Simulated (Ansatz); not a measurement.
Consider the redistribution: `CC1=CC(C(F)(F)F)=[O+][Ti-]([OH])([F])([F])[O]1` + `O[Si@H](F)C[Si@H](O)F` → `CC1=CC(C(F)(F)F)=[O+][Ti-]([F])([F])([F])[O]1` + `O[SiH](O)C[SiH](O)F`.

Isolated molecules relaxed with PBE0-D4/def2-TZVP in Ansatz; ΔE leaves out vibrations. CCSD(T)/CBS adds triple-zeta CCSD(T) − MP2 to the extrapolated MP2 energy (def2 sets, frozen cores). DFT in def2-TZVPP. For Ti outer-core shells are correlated without core-valence functions, which leaves a few kJ/mol of doubt a bond. Scalar relativity is left out up to krypton. One conformer a species, not always the lowest.

```csv
level,ΔE (eV)
ωB97X-V,-0.13
PBE,-0.14
MP2/def2-TZVPP,-0.03
MP2/CBS(def2),-0.01
```

Question: What does CCSD(T)/CBS give? (Estimate.)

Answer: Computed: -0.03 eV. The listed levels differ from it by -0.10, -0.11, 0.00, 0.02 eV.

Largest T1 diagnostic among the species: 0.020, so the coupled-cluster value is less sure than usual.
